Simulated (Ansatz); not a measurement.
Geometry optimisation, DFT PBE-D3(BJ), scalar-relativistic, plane waves, PAW in Ansatz 0.2.0.

input.yaml

```yaml
accuracy: low
crystal:
  lattice:
    - [5.491447, 0.0, 0.0]
    - [0.0, 5.491447, 0.0]
    - [0.0, 0.0, 5.491447]
  atoms:
    - { symbol: O, position: [0.6704361, 0.4973401, 0.8649394] }
    - { symbol: H, position: [0.5806373, 0.5594463, 0.7264192] }
    - { symbol: H, position: [0.5568228, 0.3879256, 0.9438656] }
    - { symbol: O, position: [0.3165745, 0.5192419, 0.2171858] }
    - { symbol: H, position: [0.165643, 0.4731009, 0.1384487] }
    - { symbol: H, position: [0.2660389, 0.6302645, 0.3445788] }
    - { symbol: O, position: [0.9762956, 0.9096655, 0.9508141] }
    - { symbol: H, position: [0.9945686, 1.0356558, 0.8287428] }
    - { symbol: H, position: [0.9404603, 0.7644955, 0.8572706] }
    - { symbol: O, position: [0.4798084, 1.0439202, 0.4015589] }
    - { symbol: H, position: [0.5118626, 1.0232952, 0.2293498] }
    - { symbol: H, position: [0.4718849, 0.8789826, 0.46354] }
    - { symbol: C, position: [0.9949423, 0.2958943, 0.4110225] }
    - { symbol: C, position: [0.9364472, 0.5482542, 0.3505535] }
    - { symbol: "N", position: [0.8892631, 0.7518159, 0.3017772] }
    - { symbol: H, position: [0.867727, 0.1727034, 0.3207273] }
    - { symbol: H, position: [1.179536, 0.2523533, 0.3515053] }
    - { symbol: H, position: [0.9826653, 0.26805, 0.607458] }
basis:
  ecutwfc: 420.0
kpoints:
  mp_grid: { grid: [1, 1, 1] }
hamiltonian:
  xc: pbe
  dispersion: d3bj
scf:
  occupations: { method: fermi_dirac, width: 0.05 }
  lower_state_search: "off"
relax:
  f_tol: 0.3
  max_steps: 15
  adjacent_minimum: "off"
output:
  write_density: true
  write_potential: true
  elf: true
  volumetric_format: npy
```

Launched with:

```bash
$ ansatz run input.yaml --threads 1 --pin off --max-ram 3072MiB --backend cpu --events-out ev --progress --plain --runs-dir out
```

Question: Where does it end, and by what steps?

Answer: The run converged. The threshold is loose, so the end isn't yet a minimum. Limits of this set-up: coarse k mesh, low accuracy level. After 12 steps the energy has fallen by 4.299 eV; H5 moved furthest, 1.48 Å.

```
step  energy less start (eV)  largest force component (eV/Å)  accepted
   0                  0.0000                           3.198       yes
   1                 -1.4557                           0.806       yes
   2                 -2.1529                           1.922       yes
   3                 -2.6237                           1.692       yes
   4                 -2.9383                           1.181       yes
   5                 -3.2088                           1.003       yes
   6                 -3.4415                           0.741       yes
   7                 -3.6486                           0.564       yes
   8                 -3.8066                           0.390       yes
   9                 -3.9372                           0.502       yes
  10                 -4.0757                           0.510       yes
  11                 -4.1924                           0.359       yes
  12                 -4.2993                           0.293       yes
```

```xyz
18
Lattice="5.4914 0.0000 0.0000 0.0000 5.4914 0.0000 0.0000 0.0000 5.4914" Properties=species:S:1:pos:R:3
O 3.377 2.193 5.031
H 3.075 1.944 4.139
H 2.614 2.769 5.435
O 1.578 3.597 0.702
H 0.798 3.948 0.177
H 1.978 4.413 1.086
O 4.966 4.533 4.884
H 5.128 4.634 3.930
H 4.376 3.724 4.930
O 2.866 5.901 1.717
H 3.169 6.371 0.905
H 3.516 5.168 1.858
C 5.712 1.495 2.866
C 4.966 2.639 2.445
N 4.370 3.586 2.134
H 5.364 0.590 2.323
H 6.775 1.622 2.618
H 5.562 1.346 3.944
```

Whether the end is a true minimum wasn't checked by a vibrational analysis.

Run time: 9.9 s on 1 thread of AMD EPYC 9R14 (Zen 4), with other jobs on the host, peak memory 0.4 GiB.
